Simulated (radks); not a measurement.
The numbers below are computed, except where a source is named.
The nuclear charge of the phosphorus ion P+ is varied continuously with 14 electrons held in [Ne] 3s2 3p2. Code: a radial shooting solver on a logarithmic mesh with Libxc functionals. Model: non-relativistic Kohn-Sham, LDA (Slater exchange, Perdew-Wang correlation), spin-polarised, spherical densities, point nucleus; open shells are filled with parallel spins first. By the Hellmann-Feynman theorem dE/dZ = E(electron-nucleus)/Z, the electronic potential at the nucleus.

| Z | E (hartree) | E(electron-nucleus)/Z (hartree) | HOMO | e(HOMO) (eV) | <r> HOMO (bohr) |
|---|---|---|---|---|---|
| 14 | -288.21781 | -49.1451 | 3p | -4.624 | 2.743 |
| 14.1 | -293.15488 | -49.5961 | 3p | -5.487 | 2.657 |
| 14.2 | -298.13702 | -50.0467 | 3p | -6.391 | 2.578 |
| 14.3 | -303.16420 | -50.4969 | 3p | -7.335 | 2.505 |
| 14.4 | -308.23639 | -50.9468 | 3p | -8.318 | 2.437 |
| 14.5 | -313.35355 | -51.3964 | 3p | -9.340 | 2.374 |
| 14.6 | -318.51565 | -51.8457 | 3p | -10.399 | 2.315 |
| 14.7 | -323.72268 | -52.2947 | 3p | -11.496 | 2.260 |
| 14.8 | -328.97460 | -52.7436 | 3p | -12.630 | 2.208 |
| 14.9 | -334.27139 | -53.1922 | 3p | -13.800 | 2.159 |
| 15 | -339.61303 | -53.6406 | 3p | -15.005 | 2.112 |
| 15.1 | -344.99951 | -54.0889 | 3p | -16.247 | 2.068 |
| 15.2 | -350.43081 | -54.5370 | 3p | -17.524 | 2.026 |
| 15.3 | -355.90690 | -54.9849 | 3p | -18.835 | 1.986 |
| 15.4 | -361.42778 | -55.4327 | 3p | -20.182 | 1.948 |
| 15.5 | -366.99343 | -55.8803 | 3p | -21.563 | 1.912 |
| 15.6 | -372.60384 | -56.3278 | 3p | -22.978 | 1.877 |
| 15.7 | -378.25899 | -56.7752 | 3p | -24.427 | 1.843 |
| 15.8 | -383.95888 | -57.2225 | 3p | -25.911 | 1.811 |
| 15.9 | -389.70348 | -57.6696 | 3p | -27.428 | 1.781 |
| 16 | -395.49280 | -58.1167 | 3p | -28.978 | 1.751 |

The central difference of E at Z = 15 is -53.641 hartree, to compare with the third column; the second derivative is -4.48 hartree.
